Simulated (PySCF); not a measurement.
# `C#C[CH2][BiH2]`, C₃H₅Bi: coupling constants with relativity

Geometry:
```tsv
atom	x (Å)	y (Å)	z (Å)
C1	-2.360	0.452	0.548
C2	-1.321	-0.143	0.348
C3	-0.058	-0.794	0.132
Bi4	1.656	0.664	0.676
H5	-3.294	0.955	0.717
H6	0.070	-1.676	0.777
H7	0.089	-1.092	-0.915
H8	2.891	-0.396	-0.098
H9	1.446	1.551	-0.872
```

[PySCF integrals, density fitting: indirect couplings; PBE0/pcJ-1 (dyall-v2z on Bi), isolated molecule, Gaussian nuclear model, PBE0-D3(BJ)/def2-SVP geometry]

Non-relativistic values:
```csv
coupling,atoms,J (Hz)
"1J(209Bi,13C)",Bi4 – C3,-70.1
"1J(209Bi,1H)",Bi4 – H8/H9,72.9
"2J(209Bi,13C)",Bi4 – C2,7.4
"2J(209Bi,1H)",Bi4 – H6/H7,7.7
"3J(209Bi,13C)",Bi4 – C1,16.1
"4J(209Bi,1H)",Bi4 – H5,-10.3
```

What do two-component X2C with spin–orbit coupling give?

Answers


```tsv
coupling	atoms	with spin–orbit (Hz)
1J(209Bi,13C)	Bi4 – C3	-402.8
1J(209Bi,1H)	Bi4 – H8/H9	-1247.9
2J(209Bi,13C)	Bi4 – C2	73.6
2J(209Bi,1H)	Bi4 – H6/H7	92.1
3J(209Bi,13C)	Bi4 – C1	13.4
4J(209Bi,1H)	Bi4 – H5	5.0
```

The largest listed coupling, 1J(209Bi,1H), ends at -17.11 times its non-relativistic value. Equivalent partners are averaged, as under fast rotation. In the static structure 2J(209Bi,1H) spreads over 127.3, 56.9 Hz. Couplings to strongly quadrupolar nuclei (209Bi) are seldom resolved in solution.
